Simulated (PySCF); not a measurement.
## C3H7FOSi: core ionisation energies

Compound: C3H7FOSi.
Bonds: C1–C2 (double), C2–C3, C3–F4, C2–Si5, Si5–O6. Hydrogens: H7, H8 on C1; H9, H10 on C3; H11, H12 on Si5; H13 on O6.

Computed with delta-SCF UKS SCAN, pcX-2 on the ionised atom, pcseg-1 elsewhere, spin-free X2C (PySCF 2.14.0). These are vertical core ionisation energies against the vacuum level, from separate self-consistent calculations with and without the core hole.

Task: What binding energy does each computed site have?

Result: 
```json
{"atom(s)": "C1", "environment": "terminal =CH2 carbon", "level": "C 1s", "binding energy (eV)": "290.73", "2p1/2 (eV)": "–", "above the level's lowest (eV)": "+0.17", "count": "1"}
{"atom(s)": "C2", "environment": "fully substituted alkene carbon", "level": "C 1s", "binding energy (eV)": "290.56", "2p1/2 (eV)": "–", "above the level's lowest (eV)": "0.00", "count": "1"}
{"atom(s)": "C3", "environment": "sp3 C–F carbon", "level": "C 1s", "binding energy (eV)": "293.47", "2p1/2 (eV)": "–", "above the level's lowest (eV)": "+2.91", "count": "1"}
{"atom(s)": "F4", "environment": "alkyl fluorine", "level": "F 1s", "binding energy (eV)": "692.77", "2p1/2 (eV)": "–", "above the level's lowest (eV)": "0.00", "count": "1"}
{"atom(s)": "Si5", "environment": "oxygen-bound silicon", "level": "Si 2p3/2", "binding energy (eV)": "107.20", "2p1/2 (eV)": "107.83", "above the level's lowest (eV)": "0.00", "count": "1"}
{"atom(s)": "Si5", "environment": "oxygen-bound silicon", "level": "Si 1s", "binding energy (eV)": "1847.14", "2p1/2 (eV)": "–", "above the level's lowest (eV)": "0.00", "count": "1"}
{"atom(s)": "O6", "environment": "silanol oxygen", "level": "O 1s", "binding energy (eV)": "538.21", "2p1/2 (eV)": "–", "above the level's lowest (eV)": "0.00", "count": "1"}
```

Lowest listed C 1s: C2, bonded to C (double bond), C and Si. Highest, 2.91 eV above it: C3, bonded to F, C and 2 H. The widest gap between neighbouring values is 2.74 eV, between 290.73 and 293.47 eV. Summing the Pauling electronegativity differences to the bonded atoms, each weighted by its formal bond order, gives -0.65 for the lowest site and +0.73 for the highest; no listed site has a larger sum than the highest. The smallest sum, -0.70, belongs to C1, 0.17 eV above the lowest.

Task: Express the binding energy of F 1s of F4 in atomic units and per mole.

Result: 692.77 eV = 25.4588 Eh = 66842 kJ/mol.

Spin–orbit and ligand-field terms were added within each 2p shell after the spin-free SCF. 2p1/2 minus 2p3/2 (ligand field included): Si 0.62 eV. The structure is a single PBE0-D3(BJ)/def2-SVP conformer in the gas phase; no vibrational or solvent corrections.

Shape of the structure used: `[CH2:1]=[C:2]([CH2:3][F:4])[SiH2:5][OH:6]`: C1–C2–C3–F4 -146°, C1–C2–Si5–O6 118°, H–O6–Si5–C2 41°.
